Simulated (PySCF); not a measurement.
Bonding in `CSC[Si@@H](F)[SiH3]`

Species: C2H9FSSi2.
Atom-mapped SMILES: `[CH3:1][S:2][CH2:3][Si@@H:4]([F:5])[SiH3:6]` (hydrogens: H7, H8, H9 on C1; H10, H11 on C3; H12 on Si4; H13, H14, H15 on Si6)

Structure used (GFN2-xTB), in Å, numbered top down from 1:
```xyz
15
C2H9FSSi2 angstrom
C      2.0252    0.7316    0.6753
S      1.3627    0.8929   -1.0061
C      0.6041   -0.7559   -1.2054
Si    -0.8773   -1.0921   -0.0454
F     -0.1948   -1.6124    1.3363
Si    -2.1676    0.7654    0.4140
H      2.6526   -0.1541    0.7273
H      2.6188    1.6204    0.8645
H      1.2139    0.6639    1.3945
H      0.2862   -0.7781   -2.2456
H      1.3990   -1.4926   -1.0861
H     -1.4925   -2.3295   -0.5249
H     -3.2580    0.8722   -0.5583
H     -2.7699    0.6600    1.7474
H     -1.4069    2.0165    0.3822
```

Bond orders from the PBE0/pcSseg-1 density (PySCF). The structure is a single GFN2-xTB conformer in the gas phase; no vibrational or solvent corrections. GFN2-xTB frequencies show an imaginary mode (29i cm⁻¹), so this geometry is no minimum at that level.

Where do the orders between heavy atoms depart from those drawn in the SMILES?

The largest departure is 0.144, at C3–Si4 (drawn single, 0.856). Drawn single, order below 0.88: C3–Si4 (0.856).

Set the Mayer orders of the bonds beside their lengths.

```
   bond  drawn as  length (Å)  Mayer order
  C1–S2    single       1.814        0.995
  S2–C3    single       1.826        0.992
 C3–Si4    single       1.911        0.856
 Si4–F5    single       1.627        0.880
Si4–Si6    single       2.308        0.907
  C1–H7    single       1.087        0.952
  C1–H8    single       1.085        0.959
  C1–H9    single       1.086        0.941
 C3–H10    single       1.088        0.936
 C3–H11    single       1.090        0.929
Si4–H12    single       1.463        0.915
Si6–H13    single       1.465        0.926
Si6–H14    single       1.467        0.931
Si6–H15    single       1.465        0.937
```

Sum the orders of all bonds at each heavy atom with more than one neighbour and set the sums beside the valence in the SMILES.

C1 3.847 (drawn 4), S2 1.987 (drawn 2), C3 3.713 (drawn 4), Si4 3.558 (drawn 4), Si6 3.701 (drawn 4). Orders between atoms that aren't bonded are not in these sums.

Mayer orders depend on the basis set.

These values come from a run that also computed NMR shieldings. On Arm Neoverse N1, one thread, shared host with 64 logical CPUs at a one-minute load of 34, this took 35 s wall and 0.76 GiB of memory at its peak.
